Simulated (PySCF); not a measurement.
C6H14Se, SMILES C([Se]C(C)C)(C)C.

The structure is a stationary point at B3LYP-D3(BJ)/def2-SVP. One conformer was computed; it need not be the lowest.

The numbers are results of B3LYP-D3(BJ)/def2-SVP in PySCF, not measurements.

Frequencies are harmonic and unscaled.

```
mode  ν (cm⁻¹)  IR (km/mol)  moving atoms (share of kinetic energy)
----  --------  -----------  --------------------------------------
1           44          0.2                 C 53 %, H 26 %, Se 21 %
2           54          0.1                          C 66 %, H 33 %
3          121          0.1                 C 51 %, H 25 %, Se 24 %
4          238          0.0                                  H 93 %
5          239          0.1                                  H 95 %
6          253          0.3                          H 65 %, C 33 %
7          266          0.0                          H 81 %, C 12 %
8          272          0.0                          C 68 %, H 31 %
9          286          0.1                          H 56 %, C 40 %
10         310          0.1                 H 41 %, C 33 %, Se 26 %
11         312          0.1                 C 47 %, H 35 %, Se 18 %
12         403          0.3                          C 58 %, H 41 %
13         424          1.1                          C 61 %, H 39 %
14         549          2.7                 C 63 %, H 27 %, Se 10 %
15         562          0.5                 C 59 %, H 29 %, Se 12 %
16         894          0.4                          C 65 %, H 35 %
17         899          1.9                          C 63 %, H 37 %
18         929          0.9                          H 87 %, C 13 %
19         931          1.4                          H 87 %, C 13 %
20         958          0.0                          H 69 %, C 31 %
21         962          0.1                          H 70 %, C 30 %
22        1032          8.6                          H 81 %, C 19 %
23        1051          0.9                          H 77 %, C 22 %
24        1129          0.2                          C 60 %, H 40 %
25        1135          0.5                          C 60 %, H 40 %
26        1169         39.3                          C 52 %, H 48 %
27        1176          4.7                          C 52 %, H 48 %
28        1228         53.6                          H 73 %, C 27 %
29        1254          8.3                          H 73 %, C 27 %
30        1329          1.8                          H 73 %, C 27 %
31        1339          0.9                          H 74 %, C 26 %
32        1388          1.4                          H 75 %, C 25 %
33        1391         11.3                          H 75 %, C 25 %
34        1402          3.6                          H 80 %, C 20 %
35        1404          2.5                          H 80 %, C 20 %
36        1455          0.4                                  H 96 %
37        1457          0.5                                  H 96 %
38        1459          3.1                                  H 96 %
39        1461          6.4                                  H 96 %
40        1469          2.5                                  H 96 %
41        1471         10.0                                  H 96 %
42        1477          4.0                                  H 96 %
43        1481          6.3                                  H 96 %
44        3016         14.1                                  H 97 %
45        3017         33.6                                  H 97 %
46        3021         56.8                                  H 97 %
47        3024         24.0                                  H 97 %
48        3056          8.5                                  H 92 %
49        3060          4.8                                  H 92 %
50        3091          3.4                           H 91 %, C 9 %
51        3095          8.5                           H 91 %, C 9 %
52        3098         37.2                           H 91 %, C 9 %
53        3101         38.7                           H 91 %, C 9 %
54        3120         13.4                           H 91 %, C 9 %
55        3127         21.7                           H 91 %, C 9 %
56        3128         16.3                           H 91 %, C 9 %
57        3133         14.4                           H 91 %, C 9 %
```
